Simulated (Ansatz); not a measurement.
Compare A (`CC[Si]N`) with its isomer B (`C=C(N)[SiH3]`).

Gas-phase electronic energies from Ansatz, PBE0-D4/def2-TZVP geometries. CCSD(T)/CBS adds triple-zeta CCSD(T) − MP2 to the extrapolated MP2 energy (def2 sets, frozen cores). Functionals use def2-TZVPP. B3LYP here is the variant with VWN-RPA as its local correlation; programs differ in this. One conformer a species, not always the lowest.

A:

Z-matrix (Å, degrees):
```
C
C 1 1.521
H 1 1.094 2 111.6
H 1 1.093 2 112.1 3 119.8
H 1 1.094 2 111.6 3 -120.3
Si 2 1.913 1 120.9 3 60.2
H 2 1.100 1 110.6 3 -62.8
H 2 1.100 1 110.6 3 -176.8
N 6 1.708 2 100.1 1 0.0
H 9 1.008 6 121.5 2 -180.0
H 9 1.010 6 126.4 2 -0.0
```

B:

Z-matrix (Å, degrees):
```
Si
C 1 1.873
H 1 1.491 2 109.5
H 1 1.487 2 111.1 3 118.3
H 1 1.483 2 109.2 3 -120.2
N 2 1.386 1 116.8 3 -53.8
C 2 1.339 1 119.2 3 130.9
H 6 1.007 2 116.5 1 34.0
H 6 1.009 2 115.9 1 169.6
H 7 1.081 2 120.9 1 -0.8
H 7 1.088 2 122.0 1 178.2
```

Problem. Which is lower in electronic energy at CCSD(T)/CBS, and by how much? (Best estimate.)

Solution. Computed: A, by 18.7 kcal/mol.

Problem. Give E(B) − E(A) in kcal/mol with PBE0-D4, BLYP-D4, CCSD(T)/def2-TZVPP, B3LYP, HF/def2-TZVPP, CCSD/def2-TZVPP, MP2/def2-TZVPP. (An estimate is asked.)

Solution. Ansatz gave: PBE0-D4 17.9, BLYP-D4 16.3, CCSD(T)/def2-TZVPP 18.6, B3LYP 16.4, HF/def2-TZVPP 13.7, CCSD/def2-TZVPP 19.0, MP2/def2-TZVPP 18.3. None reverses the order clearly.

Problem. Does the order hold for the free energy at 298.15 K (harmonic terms from PBE0-D4)? (Best estimate.)

Solution. Ansatz gave: Yes: G(B) − G(A) = +14.1 kcal/mol, for one conformer each.

Largest T1 diagnostic: 0.013.

Leaving LDA and LC-ωPBE aside and taking each functional with its dispersion term where it has one, the values, not all of them listed here, spread over 4.3 kcal/mol, from r2SCAN-D4 to ωB97M-V. LDA lies +1.2 kcal/mol from PBE without D4. From BLYP to BHLYP (50 % exact exchange), in def2-TZVPP and without D4, E(B) − E(A) moves by +0.7 kcal/mol.
